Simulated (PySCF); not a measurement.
Compound: (MgTe)4 cube, Mg4Te4.
Geometry (PBE0-D3(BJ)/def2-SVP, Å), atoms numbered from 1 in this order:
```
atom  x, y, z in Å
Mg1   -0.4587    1.7596   -0.6239
Te2   -2.6558    0.0605   -0.6144
Mg3   -1.0110   -0.4407    1.5702
Te4    0.5638    1.8156    1.9568
Mg5    1.9051   -0.0630    0.4095
Te6    1.4716    0.6017   -2.2483
Mg7   -0.3663   -1.3007   -1.3975
Te8    0.6895   -2.5189    0.8640
```

Method: PBE0-D3(BJ)/def2-SVP geometry optimisation, gas phase, def2 core potentials past Kr (PySCF).

Task: Which atoms are bound to Mg1, and at what distances?

Result: 3 atoms: Te6 2.776 Å, Te4 2.776 Å, Te2 2.777 Å. The nearest atom not counted as bound is Mg3, at 3.16 Å (others tie with it).

Task: List the angles at Mg1.

Result: 
```tsv
angle	degrees	distance of the outer atoms (Å)
Te2–Mg1–Te4	107.5	4.48
Te2–Mg1–Te6	107.3	4.47
Te4–Mg1–Te6	107.2	4.47
```

Task: What is the shape at Mg1?

Result: Pyramidal: angles 107.5°, 107.3° and 107.2°, sum 322.0°, 1.02 Å off the plane of its three neighbours. Differences among atoms that Td makes equivalent are scatter left by the optimiser.

Task: Which atoms are bound to Te2, and at what distances?

Result: 3 atoms: Mg7 2.776 Å, Mg1 2.777 Å, Mg3 2.780 Å. The nearest atom not counted as bound is Te6, at 4.47 Å (others tie with it).

Task: What is the shape at Te2?

Result: Pyramidal: angles 69.3°, 69.2° and 69.2°, sum 207.7°, 2.10 Å off the plane of its three neighbours. Differences among atoms that Td makes equivalent are scatter left by the optimiser.

Task: What are the rotational constants (commonest isotopes, rigid rotor)?

Result: A = 178.2, B = 178.1, C = 177.7 MHz: a spherical top.

Point group: Td (tolerance 0.08 Å). Charge 0, singlet. PBE0-D3(BJ)/def2-SVP frequencies: not computed here.

One conformer stands for the species.
